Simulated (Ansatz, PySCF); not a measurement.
Torsion H3–S1–S2–H4 in H2S2 (SMILES SS); at each angle all else is relaxed with GFN2-xTB, and the levels are single points there.
Geometry at 100° (charge 0, multiplicity 1):
```xyz
4

S     -0.928     0.548     0.425
S      0.925     0.398    -0.429
H     -1.553    -0.371    -0.322
H      0.848     1.470    -1.229
```

On the grid 0° to 180°, 0° is the highest and 100° the lowest point at CCSD(T)/CBS(cc-pV(T+d)Z, cc-pV(Q+d)Z).

Correlated levels freeze the cores. CBS: X⁻³ extrapolation of the correlation energy, Hartree–Fock from the larger set. Rows in 6-31G* carry no dispersion term and start afresh at each structure (6-31G* with six Cartesian d functions).

Run with Ansatz (a program for electronic structure) with Gaussian orbitals; PySCF for 6-31G* rows, the dispersion terms. Each number belongs to the level named beside it.

Problem. Give the energy at 0° less that at 100° at the level PBE0-D3(BJ)/def2-TZVPP.

Solution. 364 meV

Problem. Predict the energy at 0° less that at 100° from HF/6-31G*.

Solution. 356 meV

Problem. Estimate the energy at 0° less that at 100° that CCSD(T)/CBS(cc-pV(T+d)Z, cc-pV(Q+d)Z) returns for this input.

Solution. 341 meV
